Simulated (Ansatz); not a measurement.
Mulliken charges of CH$_{4}$AsBS, SMILES `B1SC[AsH]1` from B3LYP/def2-TZVPP in Ansatz (PBE0-D4/def2-TZVP geometry).

| atom | x (Å) | y (Å) | z (Å) | charge (e) |
| --- | --- | --- | --- | --- |
| B1 | -1.235 | 0.276 | -0.686 | -0.040 |
| S2 | -0.253 | 1.529 | 0.087 | -0.066 |
| C3 | 1.030 | 0.278 | 0.389 | -0.258 |
| As4 | 0.183 | -1.187 | -0.691 | 0.075 |
| H5 | -2.345 | 0.395 | -1.095 | 0.049 |
| H6 | 1.100 | 0.043 | 1.450 | 0.135 |
| H7 | 2.004 | 0.591 | 0.014 | 0.132 |
| H8 | -0.393 | -1.982 | 0.475 | -0.027 |

Task: By hand: the dipole of these point charges (1 e Å = 4.8032 D).

Result: Σ q r = (0.123, -0.116, 0.001) e Å, of length 0.169 e Å = 0.81 D.

Task: How does the dipole of the full density compare? (Estimate.)

Result: The calculation gave: (0.143, -0.060, 0.143) e Å, 1.01 D; the point charges give 0.80 times that, at 46° from its direction.

Point charges leave out the atoms' own dipoles, such as those of lone pairs, and Mulliken's split depends on the basis, so the two needn't agree.

B3LYP here is the variant with VWN-RPA as its local correlation; programs differ in this.
